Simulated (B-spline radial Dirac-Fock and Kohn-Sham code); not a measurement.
## Ir⁺: eigenvalues, ΔSCF and the reference

System: Ir⁺, configuration [Xe] 4f14 5d6 6s1 6p1 (not the ground configuration).

The density-functional columns are spherical, spin-unpolarised Dirac-Kohn-Sham results without Breit or QED terms: −ε is minus the orbital energy of the initial state and ΔSCF the difference of two total energies. The reference in the last column comes from ΔSCF Dirac-Fock with Breit, self-energy and vacuum polarisation, finite nucleus, configuration average. All numbers are from a radial B-spline solver, in eV; a selection of levels is shown. For the 1s level of heavy atoms much of the gap between ΔSCF and the reference is the Breit and QED part, -399.1 eV here; for other levels the error of the functional can be larger.

```csv
level,PBE −ε,PBE ΔSCF,Dirac-Fock
K (1s),75996.2,76583.9,76132.6
L1 (2s),13296.1,13403.1,13451.5
L2 (2p1/2),12740.6,12879.5,12850.2
L3 (2p3/2),11113.2,11230.6,11241.1
M1 (3s),3119.7,3150.5,3205.1
M2 (3p1/2),2870.1,2903.4,2938.4
M3 (3p3/2),2513.7,2543.6,2582.0
M4 (3d3/2),2095.6,2131.9,2142.4
M5 (3d5/2),2018.6,2053.6,2066.9
N1 (4s),675.9,689.9,722.6
N2 (4p1/2),570.4,584.4,609.7
N3 (4p3/2),486.1,499.4,525.2
N4 (4d3/2),312.9,325.9,340.0
N5 (4d5/2),297.2,310.1,324.4
N6 (4f5/2),76.97,89.08,87.19
N7 (4f7/2),73.85,85.85,84.20
O2 (5p1/2),77.53,84.97,86.88
O3 (5p3/2),63.81,70.85,73.18
"O4,5 (5d)",18.98,24.72,23.43
P1 (6s),15.64,19.61,18.20
"P2,3 (6p)",8.70,11.82,11.00
```

Values without a named source are computed, but for edge energies of neutral atoms, which are taken from tables.
